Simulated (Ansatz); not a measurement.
`[F][Al]([F])[Cl]` + CH₃NH₂ → `C[NH][Al]([F])[Cl]` + H–F at 400 K and 1 bar (ligand exchange at the Al–F bond).

Gas-phase electronic energies from Ansatz, PBE0-D4/def2-TZVP geometries. CCSD(T)/CBS is the MP2 limit (def2-TZVPP, def2-QZVPP) plus CCSD(T) − MP2 in def2-TZVPP, frozen cores. This one scheme is used for every species. Each species was taken in one conformer, which may not be the lowest.

```
             species  CCSD(T)/CBS energy (Eh)  H − E (kJ/mol)  S (J/(mol·K))
  `[F][Al]([F])[Cl]`               -901.60711            39.6          318.8
              CH₃NH₂                -95.75281           185.4          256.0
`C[NH][Al]([F])[Cl]`               -896.93383           186.6          383.4
                 H–F               -100.39570            36.5          182.2
```

H − E and S are ideal-gas, rigid-rotor, harmonic terms from PBE0-D4/def2-TZVP, for one conformer and one mirror image of each species. 1 Eh = 2625.50 kJ/mol, R = 8.31446 J/(mol·K).

By hand: ΔE, ΔH, ΔS and ΔG.

ΔE = (-896.93383) + (-100.39570) − (-901.60711) − (-95.75281) = 0.03039 Eh = 79.8 kJ/mol. Δ(H − E) = 186.6 + 36.5 − 39.6 − 185.4 = -1.9, so ΔH = 77.9 kJ/mol. ΔS = 383.4 + 182.2 − 318.8 − 256.0 = -9.2 J/(mol·K). ΔG = 77.9 − 400 × (-9.2)/1000 = 81.6 kJ/mol.

By hand: the equilibrium constant, and the temperature at which ΔG would vanish if ΔH and ΔS stayed fixed.

log₁₀ K = −ΔG/(RT ln 10) = -10.7. ΔH and −TΔS have one sign here, so there is no such temperature.

The number of gas molecules stays the same, so ΔS is small and ΔH decides. A doubt of 5 kJ/mol in ΔE shifts log₁₀ K by 0.7 here. Other conformers and mirror images would add mixing entropy, several J/(mol·K) or more a flexible species. These are equilibria of isolated gas molecules and say nothing of rates. Largest T1 diagnostic: 0.012 (customary marks: 0.02 for closed shells, 0.045 for open ones).

ΔS is within the doubt of such terms, so its sign, and with it that verdict, could turn.
